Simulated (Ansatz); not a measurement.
B4As5H16⁺, a cluster cut from zinc blende BAs (hydrogen-capped), relaxed as a singlet with RKS PBE-D4/def2-SVP in Ansatz, starting from the GFN2-xTB geometry. Force threshold 0.03 eV/Å.

Start:

```tsv
atom	x (Å)	y (Å)	z (Å)
As1	-0.023	-2.381	0.129
As2	-1.351	0.173	1.952
As3	1.772	0.243	0.945
As4	0.916	-0.236	-2.186
As5	-0.409	2.319	-0.362
B6	0.311	-1.026	1.657
B7	-0.422	-1.757	-1.797
B8	-2.067	1.420	0.472
B9	1.309	1.245	-0.794
H10	-0.991	-3.421	0.601
H11	1.161	-3.302	0.170
H12	-2.437	-0.642	2.583
H13	-1.043	0.940	3.206
H14	3.098	-0.465	0.829
H15	2.233	1.197	2.017
H16	2.267	-0.777	-2.555
H17	0.682	0.399	-3.522
H18	0.066	3.471	0.476
H19	-0.759	3.174	-1.540
H20	0.649	-1.566	2.662
H21	-0.275	-2.649	-2.564
H22	-1.516	-1.286	-1.803
H23	-2.797	2.235	0.932
H24	-2.570	0.737	-0.365
H25	2.195	1.956	-1.143
```

```json
{"step": "1", "energy (eV)": "-307078.2185", "largest force component (eV/Å)": "0.602", "SCF passes": "19"}
{"step": "2", "energy (eV)": "-307078.4024", "largest force component (eV/Å)": "0.278", "SCF passes": "18"}
{"step": "3", "energy (eV)": "-307078.4435", "largest force component (eV/Å)": "0.079", "SCF passes": "19"}
{"step": "4", "energy (eV)": "-307078.4545", "largest force component (eV/Å)": "0.030", "SCF passes": "19"}
{"step": "5", "energy (eV)": "-307078.4559", "largest force component (eV/Å)": "0.007", "SCF passes": "19"}
```

Force components are those of the run's own axes.

End:

| atom | x (Å) | y (Å) | z (Å) |
| --- | --- | --- | --- |
| As1 | -0.020 | -2.387 | 0.153 |
| As2 | -1.340 | 0.160 | 1.974 |
| As3 | 1.812 | 0.248 | 0.967 |
| As4 | 0.933 | -0.216 | -2.192 |
| As5 | -0.387 | 2.331 | -0.371 |
| B6 | 0.334 | -1.016 | 1.662 |
| B7 | -0.404 | -1.714 | -1.751 |
| B8 | -2.009 | 1.385 | 0.465 |
| B9 | 1.326 | 1.243 | -0.777 |
| H10 | -1.148 | -3.290 | 0.617 |
| H11 | 1.146 | -3.362 | 0.209 |
| H12 | -2.461 | -0.759 | 2.425 |
| H13 | -1.073 | 0.912 | 3.268 |
| H14 | 3.116 | -0.512 | 0.793 |
| H15 | 2.206 | 1.242 | 2.047 |
| H16 | 2.294 | -0.747 | -2.616 |
| H17 | 0.512 | 0.491 | -3.467 |
| H18 | 0.077 | 3.531 | 0.440 |
| H19 | -0.801 | 3.021 | -1.658 |
| H20 | 0.676 | -1.572 | 2.688 |
| H21 | -0.284 | -2.626 | -2.547 |
| H22 | -1.501 | -1.183 | -1.705 |
| H23 | -2.786 | 2.208 | 0.911 |
| H24 | -2.449 | 0.645 | -0.399 |
| H25 | 2.231 | 1.970 | -1.138 |

By distances, no bond broke or formed. The bond that changes most is B7–H21, from 1.19 to 1.22 Å (atoms count from 1).

No frequencies were taken in this run, so the end may be a saddle point.

It took 63 s on 4 threads of Intel Xeon on a shared host.
